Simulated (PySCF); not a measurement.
**Frontier levels across methods**

Species: C₂H₅B₂N.
Geometry (PBE0-D3(BJ)/def2-SVP, Å), atoms numbered from 1 in this order:
```xyz
10
C2H5B2N angstrom
C      2.745   -0.303    0.426
C      1.713    0.054   -0.122
B      0.415    0.490   -0.766
B     -1.061   -0.264   -0.435
N     -1.931    0.050    0.604
H      3.657   -0.613    0.906
H      0.482    1.378   -1.592
H     -1.405   -1.158   -1.190
H     -2.814   -0.424    0.743
H     -1.752    0.768    1.293
```

Basis pcSseg-2 throughout (PySCF), one geometry. The structure is a single PBE0-D3(BJ)/def2-SVP conformer in the gas phase; no vibrational or solvent corrections.

Problem. How do the orbital energies, the gap and the dipole change with the method?

Solution. 
```csv
method,kind,HOMO (eV),LUMO (eV),gap (eV),μ (D),SCF cycles
BLYP,GGA,-5.96,-2.84,3.12,2.02,16
OPBE,GGA,-6.03,-2.89,3.14,2.05,16
B97-D,GGA,-6.06,-2.83,3.23,2.00,16
PBE,GGA,-6.07,-3.02,3.05,2.05,16
KT2,GGA,-6.10,-3.02,3.08,1.99,16
KT3,GGA,-6.14,-2.94,3.20,1.97,16
BP86,GGA,-6.17,-3.07,3.10,2.04,15
LDA,LDA,-6.18,-3.27,2.90,2.08,15
B97-2,global hybrid,-7.04,-2.08,4.96,1.95,14
B3LYP,global hybrid,-7.09,-2.28,4.81,1.95,14
PBE0,global hybrid,-7.28,-2.10,5.19,1.96,14
mPW1PW91,global hybrid,-7.31,-2.09,5.22,1.96,14
BHandHLYP,global hybrid,-8.40,-1.06,7.35,1.86,14
CAM-B3LYP,range-separated hybrid,-8.64,-1.00,7.65,1.92,14
wB97X-D,range-separated hybrid,-9.13,-0.25,8.88,1.94,15
LC-wPBE,range-separated hybrid,-9.99,0.13,10.13,1.93,15
HF,Hartree–Fock,-10.08,1.38,11.47,1.75,12
```

The HOMO spans 4.12 eV, from BLYP down to HF, and the gap runs from 2.90 eV (LDA) to 11.47 eV (HF). Over the methods BLYP (0 %), OPBE (0 %), B97-D (0 %), PBE (0 %), KT2 (0 %), KT3 (0 %), BP86 (0 %), LDA (0 %), B97-2 (21 %), B3LYP (20 %), PBE0 (25 %), mPW1PW91 (25 %), BHandHLYP (50 %), HF (100 %), a straight line through the gap against the share of exact exchange rises by 0.84 eV for each 10 % (correlation coefficient 0.999). The dipole ranges from 1.75 D (HF) to 2.08 D (LDA). This basis has no diffuse functions.
